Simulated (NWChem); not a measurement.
System: CdIF; SMILES [F][Cd][I]

All runs: NWChem. Medium grid unless said otherwise, to which SCAN and Minnesota functionals are sensitive. Structure relaxed at the PBE0/def2-SVP level. def2 effective core potentials on Cd, I; no spin-orbit coupling.

Problem. Predict the results for M06-L/def2-SVP. Quantities: highest occupied level (eV); orbital gap (eV); dipole (D).

Solution. 
| Property | Value |
|---|---|
| highest occupied level (eV) | -6.81 |
| orbital gap (eV) | 4.12 |
| dipole (D) | 1.11 |
